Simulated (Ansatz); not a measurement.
A CCSD(T) single point on `N=C1CB1[SiH2]O`.

```yaml
crystal:
  periodic: [false, false, false]
  atoms:
    - {symbol: N, position_ang: [1.207822, -2.579927, 0.016654]}
    - {symbol: C, position_ang: [0.627939, -1.498147, 0.311801]}
    - {symbol: C, position_ang: [0.073089, -0.669601, 1.409541]}
    - {symbol: B, position_ang: [0.053880, -0.146685, -0.076763]}
    - {symbol: Si, position_ang: [-0.384434, 1.289124, -1.376234]}
    - {symbol: O, position_ang: [-1.398120, 2.460841, -0.799703]}
    - {symbol: H, position_ang: [1.350641, -3.153387, 0.855094]}
    - {symbol: H, position_ang: [-0.880953, -0.953645, 1.859019]}
    - {symbol: H, position_ang: [0.758159, -0.231678, 2.137521]}
    - {symbol: H, position_ang: [0.933888, 1.858974, -1.791350]}
    - {symbol: H, position_ang: [-1.065105, 0.740901, -2.574026]}
    - {symbol: H, position_ang: [-1.199806, 2.828031, 0.062348]}
basis:
  gaussian: {orbitals: def2-TZVPP}
correlation: {method: ccsd_t}
```

```sh
$ ansatz run in.yaml --threads 4 --pin off --events-out ev --progress --plain --max-ram 10444MiB
```

Output of Ansatz, abridged:

```
Functional definition: HF
1679 factors; integrals over basis functions are off by at most 9.8e-4 eV
mean field evaluation 1: about -14203.8283 eV, gradient 4.8e1 eV
mean field evaluation 2: about -14204.1343 eV, gradient 4.9e1 eV
mean field evaluation 4: about -14209.7765 eV, gradient 5.3e0 eV
mean field evaluation 8: about -14209.9049 eV, gradient 5.0e-1 eV
mean field evaluation 16: about -14209.9073 eV, gradient 2.1e-6 eV
mean field -14209.90734142 eV, -522.2044629760 hartree, gradient 2.0e-6 eV, S^2 0.000000; 0 other end points of the search recorded, 0 dependent functions left out; unrestricted orbitals would lower it
10 core orbitals not correlated: weight in the atoms' cores, before any rotation towards them, 1.000 or more for the frozen orbitals, at most 0.000 for the correlated occupied ones
reference -14209.90734142 eV, -522.2044629760 hartree; 16, 16 occupied and 255, 255 virtual orbitals, 1679 factors
second order -26.33481252 eV of doubles, -0.00000000 eV of singles
cycle   1  -26.64190008 eV  change   -3.1e-1 eV  update   1.2e-1
cycle   2  -27.34507741 eV  change   -7.0e-1 eV  update   3.7e-2
cycle   3  -27.50947906 eV  change   -1.6e-1 eV  update   1.9e-2
cycle   4  -27.49322549 eV  change    1.6e-2 eV  update   4.9e-3
cycle   5  -27.49243018 eV  change    8.0e-4 eV  update   2.3e-3
cycle   6  -27.49325919 eV  change   -8.3e-4 eV  update   7.0e-4
cycle   7  -27.49278022 eV  change    4.8e-4 eV  update   3.4e-4
cycle   8  -27.49265587 eV  change    1.2e-4 eV  update   1.6e-4
cycle   9  -27.49269745 eV  change   -4.2e-5 eV  update   9.3e-5
cycle  10  -27.49268493 eV  change    1.3e-5 eV  update   6.1e-5
cycle  11  -27.49265363 eV  change    3.1e-5 eV  update   4.0e-5
perturbative correction -1.21157574 eV, -0.0445245871 hartree
Total energy: -14238.61157079 eV, -523.2593239489 hartree
```

Run time 3.7 min (4 threads of an Arm Neoverse V2 on a shared host); peak host memory 8.2 GiB.

The correlation energy is -28.704 eV, 4.2 % of it from (T); the T1 diagnostic reads 0.0136.
